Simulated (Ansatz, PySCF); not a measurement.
Potential energy curve for H3Ga, SMILES [GaH3], singlet. The Ga1–H4 bond (Ga1 also carries H, H; H4 carries nothing else) is pulled apart rigidly from the PBE0/def2-TZVP optimised geometry.

Methods: UHF/cc-pVDZ (Ansatz, an electronic-structure program); RHF/cc-pVDZ (Ansatz); UKS-CAM-B3LYP = unrestricted CAM-B3LYP/cc-pVDZ in Ansatz; RKS-CAM-B3LYP = restricted CAM-B3LYP/cc-pVDZ (Ansatz); UKS-BLYP = unrestricted BLYP/cc-pVDZ in Ansatz; RKS-BLYP = restricted BLYP/cc-pVDZ run with Ansatz; UKS-PBE = Ansatz with unrestricted PBE/cc-pVDZ; RKS-PBE = restricted PBE/cc-pVDZ (Ansatz); UKS-B3LYP/6-31G* = PySCF with unrestricted B3LYP/6-31G*, spherical d; RKS-B3LYP/6-31G* = restricted B3LYP/6-31G*, spherical d run with PySCF; UKS-B3LYP/3-21G = unrestricted B3LYP/3-21G (PySCF); RKS-B3LYP/3-21G = restricted B3LYP/3-21G (PySCF); UKS-B3LYP/LANL2DZ = unrestricted B3LYP/LANL2DZ, with its core potentials past Ne (PySCF); RKS-B3LYP/LANL2DZ = PySCF 2.14.0 with restricted B3LYP/LANL2DZ, with its core potentials past Ne.

Scanned distances (Å): 1.27, 1.35, 1.41, 1.48, 1.51, 1.57, 1.59, 1.66, 1.73, 1.82, 1.94, 2.11, 2.32, 2.62, 2.83, 3.12, 3.40, 3.76, 4.29, 4.78, 5.48.

Problem. Where does the unrestricted solution first break spin symmetry (<S²> of 0.01 or more)?

Solution. UHF: between 2.11 and 2.32 Å; UKS-CAM-B3LYP: between 2.32 and 2.62 Å; UKS-BLYP: between 2.62 and 2.83 Å; UKS-PBE: between 2.83 and 3.12 Å; UKS-B3LYP/6-31G*: between 2.62 and 2.83 Å; UKS-B3LYP/3-21G: between 2.62 and 2.83 Å; UKS-B3LYP/LANL2DZ: between 2.62 and 2.83 Å.

```tsv
R / Å	<S²> UHF	E(RHF) − E(UHF) / eV	<S²> UKS-CAM-B3LYP	E(RKS-CAM-B3LYP) − E(UKS-CAM-B3LYP) / eV	<S²> UKS-BLYP	E(RKS-BLYP) − E(UKS-BLYP) / eV	<S²> UKS-PBE	E(RKS-PBE) − E(UKS-PBE) / eV	<S²> UKS-B3LYP/6-31G*	E(RKS-B3LYP/6-31G*) − E(UKS-B3LYP/6-31G*) / eV	<S²> UKS-B3LYP/3-21G	E(RKS-B3LYP/3-21G) − E(UKS-B3LYP/3-21G) / eV	<S²> UKS-B3LYP/LANL2DZ	E(RKS-B3LYP/LANL2DZ) − E(UKS-B3LYP/LANL2DZ) / eV
1.27	0.00	0.000	0.00	0.000	0.00	0.000	0.00	0.000	0.00	0.000	0.00	0.000	0.00	0.000
1.35	0.00	0.000	0.00	0.000	0.00	0.000	0.00	0.000	0.00	0.000	0.00	0.000	0.00	0.000
1.41	0.00	0.000	0.00	0.000	0.00	0.000	0.00	0.000	0.00	0.000	0.00	0.000	0.00	0.000
1.48	0.00	0.000	0.00	0.000	0.00	0.000	0.00	0.000	0.00	0.000	0.00	0.000	0.00	0.000
1.51	0.00	0.000	0.00	0.000	0.00	0.000	0.00	0.000	0.00	0.000	0.00	0.000	0.00	0.000
1.57	0.00	0.000	0.00	0.000	0.00	0.000	0.00	0.000	0.00	0.000	0.00	0.000	0.00	0.000
1.59	0.00	0.000	0.00	0.000	0.00	0.000	0.00	0.000	0.00	0.000	0.00	0.000	0.00	0.000
1.66	0.00	0.000	0.00	0.000	0.00	0.000	0.00	0.000	0.00	0.000	0.00	0.000	0.00	0.000
1.73	0.00	0.000	0.00	0.000	0.00	0.000	0.00	0.000	0.00	0.000	0.00	0.000	0.00	0.000
1.82	0.00	0.000	0.00	0.000	0.00	0.000	0.00	0.000	0.00	0.000	0.00	0.000	0.00	0.000
1.94	0.00	0.000	0.00	0.000	0.00	0.000	0.00	0.000	0.00	0.000	0.00	0.000	0.00	0.000
2.11	0.00	0.000	0.00	0.000	0.00	0.000	0.00	0.000	0.00	0.000	0.00	0.000	0.00	0.000
2.32	0.15	0.017	0.00	0.000	0.00	0.000	0.00	0.000	0.00	0.000	0.00	0.000	0.00	0.000
2.62	0.59	0.370	0.14	0.012	0.00	0.000	0.00	0.000	0.00	0.000	0.00	0.000	0.00	0.000
2.83	0.75	0.751	0.43	0.134	0.04	0.001	0.00	0.000	0.28	0.045	0.19	0.019	0.29	0.051
3.12	0.88	1.321	0.70	0.426	0.40	0.074	0.48	0.084	0.60	0.236	0.53	0.180	0.60	0.260
3.40	0.94	1.854	0.84	0.754	0.64	0.211	0.74	0.261	0.78	0.475	0.74	0.411	0.79	0.519
3.76	0.98	2.466	0.93	1.164	0.82	0.405	0.91	0.512	0.90	0.781	0.88	0.725	0.91	0.853
4.29	1.00	3.199	0.98	1.670	0.95	0.648	0.99	0.824	0.98	1.157	0.97	1.123	0.98	1.257
4.78	1.00	3.711	1.00	2.020	0.99	0.811	1.00	1.015	1.00	1.403	0.99	1.389	1.00	1.518
5.48	1.00	4.219	1.00	2.358	1.00	0.949	1.00	1.168	1.00	1.617	1.00	1.626	1.00	1.744
```
